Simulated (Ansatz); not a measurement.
Reactions of Cl3ISi (`Cl[Si](Cl)(Cl)I`).

Isolated molecules relaxed with PBE0-D4/def2-TZVP in Ansatz; ΔE leaves out vibrations. CCSD(T)/CBS adds triple-zeta CCSD(T) − MP2 to the extrapolated MP2 energy (def2 sets, frozen cores). def2 core potentials past Kr. For Ag, Ge, I outer-core shells are correlated without core-valence functions, which leaves a few kJ/mol of doubt a bond. Scalar relativity is left out up to krypton. One conformer a species, not always the lowest.

Problem. Order these by ΔE at CCSD(T)/CBS, lowest first. (Estimate.)
A. `Cl[Si](Cl)(Cl)I` + `[Ag][I]` → `Cl[Si](Cl)(I)I` + `[Cl][Ag]`
B. `Cl[Si](Cl)(Cl)I` + CH₃NH₂ → `CN[Si](Cl)(Cl)Cl` + HI
C. `Cl[Si](Cl)(Cl)I` + `FCN[SiH2]Cl` → `Cl[SiH2]N[Si](Cl)(Cl)Cl` + `FCI`
D. `Cl[Si](Cl)(Cl)I` + `[SiH3]OC1=CC1` → `[SiH3]O[Si](Cl)(Cl)Cl` + `IC1=CC1`
E. `Cl[Si](Cl)(Cl)I` + `O[SiH3]` → `[SiH3]O[Si](Cl)(Cl)Cl` + HI
F. `Cl[Si](Cl)(Cl)I` + `C[O][Ge]([OH])([O]C)[O]C` → `C[O][Ge]([O]C)([O]C)[Si](Cl)(Cl)Cl` + `OI`

Solution. D (-20.4 kcal/mol), E (-12.3 kcal/mol), B (+0.3 kcal/mol), C (+2.7 kcal/mol), A (+18.2 kcal/mol), F (+60.9 kcal/mol).

Largest T1 diagnostic: 0.018, for `[Cl][Ag]`.
